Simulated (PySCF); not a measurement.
Structure with atom numbers: `[CH:1]1=[CH:2][c:3]2[cH:4][cH:5][cH:6][cH:7][c:8]2[SiH2:9]1`. Each H is labelled by its parent atom.

Geometry: GFN2-xTB; GIAO absolute shieldings from PySCF 2.14, gas phase, non-relativistic, averaged over equivalent atoms.

At B3LYP/cc-pVDZ (170 basis functions, 27 s wall time on 1 thread of an Intel Xeon Platinum 8375C, shared host):
| atoms | σ (ppm) |
| --- | --- |
| C2 | 44.9 |
| C3 | 45.9 |
| C8 | 60.8 |
| C7 | 62.0 |
| C5 | 66.4 |
| C1 | 69.4 |
| C6 | 69.9 |
| C4 | 71.8 |
| Si9 | 455.9 |
| H(C7) | 24.20 |
| H(C2) | 24.37 |
| H(C5) | 24.50 |
| H(C4) | 24.58 |
| H(C6) | 24.65 |
| H(C1) | 25.74 |
| H(Si9) | 27.15 |

What do these become at PBE0/pcSseg-1?

Results:


| atoms | σ at PBE0/pcSseg-1 | change |
| --- | --- | --- |
| C2 | 26.4 | -18.5 |
| C3 | 31.2 | -14.7 |
| C8 | 47.2 | -13.6 |
| C7 | 46.8 | -15.2 |
| C5 | 51.2 | -15.2 |
| C1 | 53.4 | -16.0 |
| C6 | 54.5 | -15.4 |
| C4 | 56.9 | -14.9 |
| Si9 | 393.1 | -62.8 |
| H(C7) | 23.81 | -0.39 |
| H(C2) | 24.03 | -0.34 |
| H(C5) | 24.09 | -0.41 |
| H(C4) | 24.12 | -0.46 |
| H(C6) | 24.26 | -0.39 |
| H(C1) | 25.34 | -0.40 |
| H(Si9) | 26.82 | -0.33 |

The largest change is at Si9 (silicon bonded to 2 C, 2 H, in a 5-membered ring). Cost: 200 basis functions, 31 s wall time on 1 thread of an Arm Neoverse V2, shared host. The order of the carbon signals changes between the two levels.
